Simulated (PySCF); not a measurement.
# Basis and Hamiltonian dependence of the ionisation energy of Ca

Ca [Ar] 4s2 (1S) → Ca⁺ [Ar] 4s1 (2S). All values are computed (PySCF 2.14, energy differences of UHF-based or UKS calculations, no spin-orbit coupling). Values in eV.

```json
{"basis": "x2c-SVPall", "Hamiltonian": "spin-free X2C", "functions": "24", "UHF": "5.151", "r2SCAN": "n/a", "PBE0": "6.075", "MP2 (valence)": "5.620", "CCSD(T) (valence)": "5.881", "CCSD(T) (valence and next inner shell)": "n/a"}
{"basis": "Sapporo-DKH3-DZP-2012", "Hamiltonian": "spin-free X2C", "functions": "26", "UHF": "5.142", "r2SCAN": "5.831", "PBE0": "n/a", "MP2 (valence)": "5.542", "CCSD(T) (valence)": "5.876", "CCSD(T) (valence and next inner shell)": "n/a"}
{"basis": "cc-pVDZ-X2C", "Hamiltonian": "spin-free X2C", "functions": "27", "UHF": "5.146", "r2SCAN": "5.851", "PBE0": "n/a", "MP2 (valence)": "5.617", "CCSD(T) (valence)": "5.904", "CCSD(T) (valence and next inner shell)": "n/a"}
{"basis": "6-31G*", "Hamiltonian": "non-relativistic", "functions": "32", "UHF": "5.128", "r2SCAN": "n/a", "PBE0": "6.030", "MP2 (valence)": "5.600", "CCSD(T) (valence)": "5.849", "CCSD(T) (valence and next inner shell)": "n/a"}
{"basis": "def2-TZVPPD", "Hamiltonian": "non-relativistic", "functions": "36", "UHF": "5.119", "r2SCAN": "5.805", "PBE0": "5.998", "MP2 (valence)": "5.623", "CCSD(T) (valence)": "5.890", "CCSD(T) (valence and next inner shell)": "n/a"}
{"basis": "aug-cc-pVDZ-X2C", "Hamiltonian": "spin-free X2C", "functions": "36", "UHF": "5.147", "r2SCAN": "5.851", "PBE0": "6.049", "MP2 (valence)": "5.624", "CCSD(T) (valence)": "5.907", "CCSD(T) (valence and next inner shell)": "n/a"}
{"basis": "x2c-TZVPPall", "Hamiltonian": "spin-free X2C", "functions": "36", "UHF": "5.139", "r2SCAN": "5.825", "PBE0": "6.019", "MP2 (valence)": "5.641", "CCSD(T) (valence)": "5.906", "CCSD(T) (valence and next inner shell)": "6.029"}
{"basis": "cc-pVTZ-X2C", "Hamiltonian": "spin-free X2C", "functions": "43", "UHF": "5.141", "r2SCAN": "n/a", "PBE0": "n/a", "MP2 (valence)": "5.684", "CCSD(T) (valence)": "5.920", "CCSD(T) (valence and next inner shell)": "n/a"}
{"basis": "aug-cc-pVTZ-X2C", "Hamiltonian": "spin-free X2C", "functions": "59", "UHF": "5.140", "r2SCAN": "5.828", "PBE0": "6.016", "MP2 (valence)": "5.689", "CCSD(T) (valence)": "5.919", "CCSD(T) (valence and next inner shell)": "n/a"}
{"basis": "x2c-QZVPPall", "Hamiltonian": "spin-free X2C", "functions": "73", "UHF": "5.136", "r2SCAN": "5.834", "PBE0": "6.013", "MP2 (valence)": "5.682", "CCSD(T) (valence)": "5.916", "CCSD(T) (valence and next inner shell)": "6.086"}
{"basis": "aug-cc-pwCVTZ-X2C", "Hamiltonian": "spin-free X2C", "functions": "84", "UHF": "5.137", "r2SCAN": "5.827", "PBE0": "6.015", "MP2 (valence)": "5.692", "CCSD(T) (valence)": "5.918", "CCSD(T) (valence and next inner shell)": "6.085"}
{"basis": "x2c-QZVPPall with one added diffuse shell each of s, p, d, f type", "Hamiltonian": "spin-free X2C", "functions": "89", "UHF": "5.136", "r2SCAN": "5.834", "PBE0": "6.013", "MP2 (valence)": "5.690", "CCSD(T) (valence)": "5.917", "CCSD(T) (valence and next inner shell)": "6.087"}
{"basis": "aug-cc-pwCVTZ-X2C with one added diffuse shell each of s, p, d, f type", "Hamiltonian": "spin-free X2C", "functions": "100", "UHF": "5.137", "r2SCAN": "5.827", "PBE0": "6.015", "MP2 (valence)": "5.692", "CCSD(T) (valence)": "5.918", "CCSD(T) (valence and next inner shell)": "6.085"}
```

Q: Estimate the row for dyall-av3z (spin-free X2C, 132 functions).

A: From the rows with the same Hamiltonian and similar size; the calculation gives UHF 5.14; r2SCAN 5.83; PBE0 6.01; MP2 (valence) 5.70 (eV).

Frozen in the all-electron rows: valence: [Ar]; valence and next inner shell: [Ne].

Non-relativistic rows lack the scalar-relativistic shift.

Reference for a calculation without spin-orbit coupling: 6.113 eV (measured, between term centres; NIST).
